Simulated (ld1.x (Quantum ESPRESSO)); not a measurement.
carbon (C): excitation energies, all-electron against TM

carbon (C), norm-conserving Troullier–Martins (Kleinman–Bylander form), made with ld1.x (Quantum ESPRESSO) 7.5 (PBE, scalar-relativistic). Core [He], reference 2s2 2p2. Waves: 2s (bound): rc 1.30 bohr; 2p (bound): rc 2.00 bohr. Local part: all-electron potential smoothed inside 1.50 bohr (lloc = -2). Core correction: Bessel-smoothed model core inside 1.00 bohr.

Energies are relative to the spin-unpolarised reference configuration 2s2 2p2; without spin polarisation the order of configurations can differ from experiment.

**Question.** Give the all-electron excitation energy and the error of the potential for: 2s2 2p1; 2s2 2p0; 2s1 2p0; 2s1 2p2; 2s2 2p2.3; 2s1 2p3; 2s2 2p1.5.

**Answer.**

```json
{"valence configuration": "2s2 2p1", "charge": "+1", "ΔE all-electron (eV)": "10.862", "error AE − PS (meV)": "+22"}
{"valence configuration": "2s2 2p0", "charge": "+2", "ΔE all-electron (eV)": "35.018", "error AE − PS (meV)": "+255"}
{"valence configuration": "2s1 2p0", "charge": "+3", "ΔE all-electron (eV)": "83.212", "error AE − PS (meV)": "+530"}
{"valence configuration": "2s1 2p2", "charge": "+1", "ΔE all-electron (eV)": "19.615", "error AE − PS (meV)": "-33"}
{"valence configuration": "2s2 2p2.3", "charge": "-0.3", "ΔE all-electron (eV)": "-1.158", "error AE − PS (meV)": "+0.2"}
{"valence configuration": "2s1 2p3", "charge": "0", "ΔE all-electron (eV)": "8.478", "error AE − PS (meV)": "-0.6"}
{"valence configuration": "2s2 2p1.5", "charge": "+0.5", "ΔE all-electron (eV)": "3.963", "error AE − PS (meV)": "+2.6"}
```
